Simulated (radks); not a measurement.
Species: Cd XL. Configuration: [He] 2p5 3d2 (not the ground configuration). Calculated with a radial shooting solver on a logarithmic mesh with Libxc functionals: Dirac Kohn-Sham, exchange-only LDA, spin-unpolarised, spherical densities, finite nucleus; open shells are shared between the two j in proportion to 2j + 1; Fermi nuclear charge, rms radius 4.6087 fm.

Normalised radial functions P(r) = r R(r) (large component), r in bohr:

```
   r/bohr * 3d5/2 (the largest magnitude, 2.09, reaches the edge; | marks zero)
 0.001598 *
 0.001983 *
 0.002442 *
  0.00303 *
 0.003731 *
  0.00463 *
 0.005701 *
 0.007075 *
 0.008711 *
  0.01081 *
  0.01331 *
  0.01652 *
   0.0205 |*
  0.02525 |*
  0.03133 | *
  0.03858 |   *
  0.04788 |      *
  0.05895 |          *
  0.07316 |                *
  0.09007 |                       *
   0.1118 |                                 *
   0.1376 |                                          *
   0.1708 |                                                  *
   0.2103 |                                                      *
    0.261 |                                                   *
    0.324 |                                         *
   0.3989 |                           *
    0.495 |             *
   0.6095 |     *
   0.7564 |*
```

3d5/2: eigenvalue -2450.3 eV, 0 radial nodes, <r> = 0.252 bohr, 90 % of the charge inside 0.381 bohr.
